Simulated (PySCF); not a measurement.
**Electron correlation in I²⁺ (iodine, charge +2)**

[Kr] 4d10 5s2 5p3, high-spin 4S determinant. Computed with PySCF 2.14 in aug-cc-pwCVTZ-DK3, with the spin-free X2C one-electron Hamiltonian (Gaussian nucleus). Frozen: [Ar] 3d10; 23 electrons correlated.

MP2 pair energies summed by pair of shells (mhartree):

```csv
pair,energy,share (%)
4d-4d,-345.89,43.3
4p-4d,-125.36,15.7
4d-5p,-77.75,9.7
4d-5s,-72.57,9.1
5s-5p,-46.00,5.8
4p-4p,-40.29,5.0
4s-4d,-27.36,3.4
4s-4p,-14.78,1.9
5p-5p,-14.64,1.8
4p-5s,-10.68,1.3
4p-5p,-9.24,1.2
5s-5s,-7.94,1.0
4s-4s,-3.27,0.4
4s-5s,-1.36,0.2
4s-5p,-1.26,0.2
```

Total MP2 correlation energy: -798.41 mhartree.

Same-spin part -281.58 and opposite-spin part -516.83 mhartree; SCS-MP2 scales them by 1/3 and 6/5 to -714.05 mhartree.
